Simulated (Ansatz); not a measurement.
Calculated with Ansatz (gas phase, PBE0-D4/def2-TZVP geometries, no zero-point term in ΔE). CCSD(T)/CBS is the MP2 limit (def2-TZVPP, def2-QZVPP) plus CCSD(T) − MP2 in def2-TZVPP, frozen cores. For Ge outer-core shells are correlated without core-valence functions, which leaves a few kJ/mol of doubt a bond. Scalar relativity is left out up to krypton. One conformer a species, not always the lowest.

`[OH][GeH2][GeH3]` + `C[SiH](O)O` → `C[SiH](O)[O][GeH2][OH]` + GeH₄  (cleavage of the Ge–Ge bond)

```csv
species,MP2/def2-QZVPP energy (Eh)
`[OH][GeH2][GeH3]`,-4230.55133
`C[SiH](O)O`,-481.10493
`C[SiH](O)[O][GeH2][OH]`,-2633.40729
GeH₄,-2078.26484
```

Problem. Work out ΔE.

Solution. ΔE = (-2633.40729) + (-2078.26484) − (-4230.55133) − (-481.10493) = -0.01587 Eh = -41.7 kJ/mol. CCSD(T)/CBS gives -38.2 kJ/mol.

Largest T1 diagnostic among the species: 0.012.

The D4 term adds −9.0 kJ/mol with B3LYP and −5.1 kJ/mol with PBE0; it sums over pairs of atoms, weighted by their polarisabilities, and B3LYP, whose exchange is more repulsive, gets the larger term. In def2-TZVPP, CCSD(T) changes the Hartree–Fock value by +7.7 kJ/mol (the triples alone add −0.9 kJ/mol) and MP2 by +6.9 kJ/mol.

B3LYP here is the variant with VWN-RPA as its local correlation; programs differ in this.
